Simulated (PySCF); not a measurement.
## Correlation energy of Ar³⁺ (argon, charge +3)

[Ne] 3s2 3p3, high-spin 4S determinant. Computed with PySCF 2.14 in 6-31G* (4s3p1d, 18 functions), with no relativity, point nucleus. Frozen: [Ne]; 5 electrons correlated.

MP2 pair energies summed by pair of shells (mhartree):

```csv
pair,energy,share (%)
3s-3p,-49.55,66.4
3p-3p,-18.18,24.3
3s-3s,-6.94,9.3
```

Total MP2 correlation energy: -74.67 mhartree.

Same-spin part -19.01 and opposite-spin part -55.65 mhartree; SCS-MP2 scales them by 1/3 and 6/5 to -73.12 mhartree.

```
  level  correlation energy (mhartree)
   CCSD                         -94.07
    (T)                          -0.73
CCSD(T)                         -94.80
```

Diagnostics: T1 = 0.0018, D1 = 0.0050, largest double amplitude 0.059.

Cost of the coupled-cluster step: 0.05 s of wall time on 1 thread of Neoverse-V2 (shared host), for 5 correlated electrons.
